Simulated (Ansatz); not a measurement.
Basis sets compared for the cluster B5⁺. The state is a singlet with charge 1. Geometry B3LYP-D4/def2-SVP. Ansatz on 4 threads of AMD EPYC 9R45 on a shared host; times are rough, and most runs start from earlier orbitals.

Cartesian coordinates in Å:
```
B 1.010 0.058 -0.739
B -0.398 -0.441 1.076
B -1.321 0.376 0.117
B -0.371 0.700 -1.085
B 1.079 -0.694 0.631
```

The structure comes from a short search, and lower isomers may exist.

| level | functions | energy (Eh) | HOMO (eV) | LUMO (eV) | wall time |
| --- | --- | --- | --- | --- | --- |
| PBE-D4/def2-SVP | 70 | -123.3742 | -12.82 | -10.08 | 0.2 s |
| PBE0-D4/def2-SVP | 70 | -123.3803 | -13.51 | -9.18 | 0.2 s |

Question: Estimate the rows for PBE-D4/def2-TZVP, PBE0-D4/def2-TZVP.

Answer: 
```csv
level,functions,energy (Eh),HOMO (eV),LUMO (eV),wall time
PBE-D4/def2-TZVP,155,-123.5082,-12.77,-9.99,0.45 s
PBE0-D4/def2-TZVP,155,-123.5145,-13.45,-9.07,0.55 s
```
